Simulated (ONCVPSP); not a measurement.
# Mo, ONCV: configuration errors across variants

```json
{
  "Element": "molybdenum",
  "Generator": "ONCVPSP 4.0.1",
  "Type": "optimised norm-conserving Vanderbilt (ONCV)",
  "Functional": "PBE",
  "Relativity": "fully relativistic",
  "Frozen core": "[Ar] 3d10",
  "Valence charge": "14",
  "Reference configuration": "4s2 4p6 4d5 5s1",
  "Partial waves": "4s+5s: rc 1.80 bohr, ncon 5, nbas 8, qcut 6.8 1/bohr, 2 projectors; 4p: rc 1.95 bohr, ncon 4, nbas 8, qcut 5.5 1/bohr, 1 projector; 4d: rc 1.70 bohr, ncon 4, nbas 9, qcut 5.6 1/bohr, 2 projectors, debl 1.9 Ha",
  "Local potential": "polynomial inside 1.55 bohr (lpopt 5, dvloc0 4 Ha)",
  "Core correction": "polynomial model core, fcfact 0.7"
}
```

Open shells are filled in proportion to 2j + 1.

All-electron excitation energies from the reference (eV): (1) 4s2 4p6 4d5 5s0 6.891; (2) 4s2 4p6 4d4 5s0 22.352; (3) 4s2 4p6 4d3 5s0 49.093; (4) 4s2 4p6 4d4 5s1 5p1 3.736.

1 further variants failed, have other tests or another functional or relativity, and are left out.

Errors AE − PS in meV (a dash: test not solved or not reliable):

| change | (1) | (2) | (3) | (4) | bound ghosts | GHOST(+) flags above zero |
| --- | --- | --- | --- | --- | --- | --- |
| base | -0.4 | +0.5 | +10 | +19 | none | none |
| d: rc 1.58 | -0.6 | +0.5 | +8.1 | +19 | none | none |
| s: qcut 9.2 | +0.1 | +0.6 | +10 | +20 | none | s |
| all radii but the core radius scaled by about 1.07 (s 1.92, p 2.08, d 1.82 bohr); local potential polynomial inside 1.66 bohr (lpopt 5, dvloc0 4 Ha) | -0.5 | +0.2 | +11 | -17 | none | none |
| s: qcut 8.1 | -0.1 | +0.6 | +10 | +19 | none | s |
| local potential polynomial inside 1.15 bohr (lpopt 5, dvloc0 0 Ha) | -0.4 | +0.6 | +13 | +70 | none | s, d5/2 |
| core correction none | -0.2 | +0.6 | +9.4 | +19 | none | none |
| s: nbas 9 | -0.5 | +0.5 | +10 | +19 | none | none |
| core correction polynomial model core, fcfact 0.9 | -0.4 | +0.5 | +10 | +19 | none | none |

Question: Give the same row for: local potential polynomial inside 1.55 bohr (lpopt 5, dvloc0 6 Ha).

Answer: -0.4, +0.4, +8.8, -3.8; bound ghosts: none; GHOST(+) flags above zero: s.
